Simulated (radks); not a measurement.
Values are calculated unless marked as measured or tabulated.
Ionisation of the ruthenium ion Ru+, [Kr] 4d7, to Ru2+, [Kr] 4d6, under several functionals. Dirac Kohn-Sham, spin-unpolarised, spherical densities, finite nucleus; open shells are shared between the two j in proportion to 2j + 1; a radial shooting solver on a logarithmic mesh with Libxc functionals. Known Delta-SCF values: XLYP 18.151 eV; BLYP 18.117 eV; PBEsol 18.184 eV. What does LDA (Slater exchange, VWN5 correlation) give, and what is its highest occupied eigenvalue?

Answer. 18.441 eV by Delta-SCF; the 4d5/2 eigenvalue is -12.671 eV. NIST: 16.8 eV (semi-empirical).

Beside tabulated values, note that spin-unpolarised runs miss the spin-polarisation part of the exchange energy of open shells.
